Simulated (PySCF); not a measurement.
Two structures of SiNH₄F₃, closed shell, reached by relaxing down either side of one saddle point (PBE0-D4/def2-TZVP). Energies are electronic, without zero-point energy. Program: PySCF 2.14 with density fitting (its default auxiliary sets; JK sets also for MP2 and CCSD(T)). Basis: def2-TZVPP and def2-QZVPP. Cores are frozen in the correlated methods. Extrapolation: Hartree–Fock as exp(−7.88 √X), correlation as X^−2.97. First:

```tsv
atom	x (Å)	y (Å)	z (Å)
Si1	-0.4229	0.9791	-0.2404
N2	0.6294	-0.1895	0.4504
F3	-0.0556	1.0520	-1.7746
F4	-0.1977	2.4306	0.3550
H5	-1.8269	0.6120	-0.0334
H6	0.0997	-1.7522	-0.1291
F7	-0.2320	-2.5916	-0.4155
H8	0.5713	-0.3190	1.4529
H9	1.6036	-0.1367	0.1778
```

Second:

```xyz
9
angstrom
Si -0.9531 0.1832 -0.3432
N 1.0345 -0.0648 0.3265
F -0.2105 0.2851 -1.7692
F -0.8786 1.4585 0.6377
H -2.3438 0.3546 -0.8137
H 1.4481 -0.8907 -0.0914
F -1.1114 -1.2735 0.3263
H 1.0603 -0.1703 1.3343
H 1.5995 0.7383 0.0742
```

**Question.** Which bonds change from the first to the second?

**Answer.** SiNH₃F₂ ([NH2][SiH]([F])[F]) + HF → SiHF₃ ([F][SiH]([F])[F]) + NH₃ (still joined by a long Si–N bond); bonds formed: Si1–F7, N2–H6; bonds broken: H6–F7; bonds weakened to dative contacts: Si1–N2.

**Question.** Give the saddle point's structure and its height above each. (An estimate is asked for; the value comes from the calculation.)

**Answer.** The calculation gives: 15.70 kcal/mol above the first and 32.89 kcal/mol above the second (CCSD(T) at an estimated basis limit (MP2 extrapolated from triple and quadruple zeta, plus CCSD(T) − MP2 in triple zeta)).
```xyz
9
angstrom
Si -0.6233 0.3685 -0.3700
N 0.8276 -0.0857 0.6194
F -0.2260 0.3839 -1.9007
F -0.6907 1.9450 -0.0527
H -1.9486 -0.0701 0.0612
H 0.5214 -1.2274 0.2016
F -0.3027 -1.7146 -0.4598
H 0.7468 0.0826 1.6148
H 1.6956 0.3178 0.2862
```

The T1 diagnostic stays at or below 0.012.

Steps of this kind, hydrogen fluoride cutting a network bond, underlie vapour etching and the fluorination step of atomic layer etching.

Labels in which every atom is bracketed show which atoms are joined, not bond orders.

For scale, one of the runs: CCSD(T)/def2-TZVPP, 222 basis functions, launched by `OMP_NUM_THREADS=4 python run.py`. Hardware: 4 CPU threads of an Arm Neoverse V2, shared host. Wall time 16 min; peak host memory 4.6 GiB.
